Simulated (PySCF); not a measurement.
Cl2F4Ga2, singlet, PBE0/def2-SVP optimised geometry.

```
8

Ga     1.37    -1.06    -2.16
Ga    -0.87    -0.22     0.00
Cl    -0.95    -1.06    -2.16
F      1.94     0.15    -3.26
F      1.94    -2.69    -2.16
Cl     1.45    -0.22     0.00
F     -1.45     1.42     0.00
F     -1.44    -1.42     1.11
```

Density from PBE0/def2-TZVP in PySCF at that geometry.

Minimum of the electron density along straight lines between bonded atoms, close to the bond critical point (lines longer than 1.1 times the sum of covalent radii, or with two minima, are not listed):

```tsv
bond	length / Å	ρ at the minimum / e bohr⁻³	∇²ρ there / e bohr⁻⁵	position (fraction from the first atom)
Ga1–Cl3	2.316	0.068	0.17	0.43
Ga2–Cl3	2.316	0.068	0.17	0.43
Ga1–F4	1.733	0.141	0.91	0.49
Ga1–F5	1.733	0.141	0.91	0.49
Ga1–Cl6	2.316	0.068	0.17	0.43
Ga2–Cl6	2.316	0.068	0.17	0.43
Ga2–F7	1.733	0.141	0.91	0.49
Ga2–F8	1.733	0.141	0.91	0.49
```
